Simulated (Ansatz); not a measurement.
Gas-phase electronic energies from Ansatz, PBE0-D4/def2-TZVP geometries. CCSD(T)/CBS is the MP2 limit (def2-TZVPP, def2-QZVPP) plus CCSD(T) − MP2 in def2-TZVPP, frozen cores. This one scheme is used for every species. Double bonds are as drawn, so ΔE can hold a change between cis and trans. Functionals use def2-TZVPP. One conformer a species, not always the lowest.

Reaction (formal exchange of groups at the Al–C bond): `F/[C]([AlH2])=C\[SiH3]` + `C[SiH2]O[SiH3]` → `C[SiH]([AlH2])O[SiH3]` + `F/C=C/[SiH3]`

| level | ΔE (kJ/mol) |
| --- | --- |
| PBE-D4 | 8.2 |
| B2PLYP | 24.5 |
| SCS-MP2/def2-TZVPP | 26.9 |
| HF/def2-QZVPP | 25.1 |

(1) What does CCSD(T)/CBS give? (Best estimate.)

Largest T1 diagnostic among the species: 0.013.

## Answers

(1) The calculation gave: +20.9 kJ/mol. The listed levels differ from it by -12.7, 3.6, 6.0, 4.2 kJ/mol.
